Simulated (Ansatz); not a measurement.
AlBH8OSi2 (`[BH2][Al]([SiH3])[O][SiH3]`), relaxed with RKS PBE0-D4/def2-TZVP in Ansatz 0.2.0 from a PBE-D4/def2-SVP geometry. The force threshold is 0.005 eV/Å; the program also tests the step.

Charge 0, multiplicity 1.

Start:

```xyz
13

B     2.084    0.923    1.606
Al    0.675    0.054    0.275
Si    1.121   -1.815   -1.280
O    -0.931    0.682    0.271
Si   -2.539    1.046    0.047
H     2.790    1.867    1.292
H     2.287    0.488    2.728
H     0.536   -3.105   -0.751
H     2.597   -2.054   -1.486
H     0.507   -1.576   -2.638
H    -3.284   -0.140   -0.511
H    -2.676    2.198   -0.914
H    -3.166    1.432    1.360
```

```tsv
step	energy (eV)	largest force (eV/Å)	largest move (Å)
1	-25195.6569	0.844	0.000
2	-25195.7140	0.628	0.038
3	-25195.7278	0.041	0.028
4 (rejected)	-25195.7277	0.057	0.011
5	-25195.7280	0.005	0.005
```

End:

```xyz
13

B     2.061    0.930    1.602
Al    0.655    0.059    0.273
Si    1.094   -1.805   -1.278
O    -0.921    0.677    0.272
Si   -2.490    1.028    0.048
H     2.751    1.862    1.294
H     2.252    0.508    2.708
H     0.514   -3.077   -0.756
H     2.553   -2.042   -1.478
H     0.491   -1.566   -2.622
H    -3.219   -0.145   -0.507
H    -2.626    2.166   -0.899
H    -3.116    1.405    1.344
```

Run time 28 s (4 threads of an Arm Neoverse V1 on a shared host); peak host memory 0.65 GiB.
